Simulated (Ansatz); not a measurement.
`C#C[SiH2]CO` + H–F → `C#C[SiH2]F` + CH₃OH at 500 K and 1 bar (ligand exchange at the Si–C bond).

Isolated molecules relaxed with PBE0-D4/def2-TZVP in Ansatz; ΔE leaves out vibrations. CCSD(T)/CBS adds triple-zeta CCSD(T) − MP2 to the extrapolated MP2 energy (def2 sets, frozen cores). This one scheme is used for every species. One conformer a species, not always the lowest.

```tsv
species	CCSD(T)/CBS energy (Eh)	H − E (kJ/mol)	S (J/(mol·K))
`C#C[SiH2]CO`	-481.95030	253.4	409.3
H–F	-100.39570	39.4	188.7
`C#C[SiH2]F`	-466.78369	137.2	346.0
CH₃OH	-115.61712	157.0	265.4
```

H − E and S are ideal-gas, rigid-rotor, harmonic terms from PBE0-D4/def2-TZVP, for one conformer and one mirror image of each species. 1 Eh = 2625.50 kJ/mol, R = 8.31446 J/(mol·K).

Task: By hand: ΔE, ΔH, ΔS and ΔG.

Result: ΔE = (-466.78369) + (-115.61712) − (-481.95030) − (-100.39570) = -0.05481 Eh = -143.9 kJ/mol. Δ(H − E) = 137.2 + 157.0 − 253.4 − 39.4 = 1.4, so ΔH = -142.5 kJ/mol. ΔS = 346.0 + 265.4 − 409.3 − 188.7 = 13.4 J/(mol·K). ΔG = -142.5 − 500 × (13.4)/1000 = -149.2 kJ/mol.

Task: By hand: the equilibrium constant, and the temperature at which ΔG would vanish if ΔH and ΔS stayed fixed.

Result: log₁₀ K = −ΔG/(RT ln 10) = 15.6. ΔH and −TΔS have one sign here, so there is no such temperature.

The number of gas molecules stays the same, so ΔS is small and ΔH decides. A doubt of 5 kJ/mol in ΔE shifts log₁₀ K by 0.5 here. Other conformers and mirror images would add mixing entropy, several J/(mol·K) or more a flexible species. These are equilibria of isolated gas molecules and say nothing of rates. Largest T1 diagnostic: 0.012 (customary marks: 0.02 for closed shells, 0.045 for open ones).
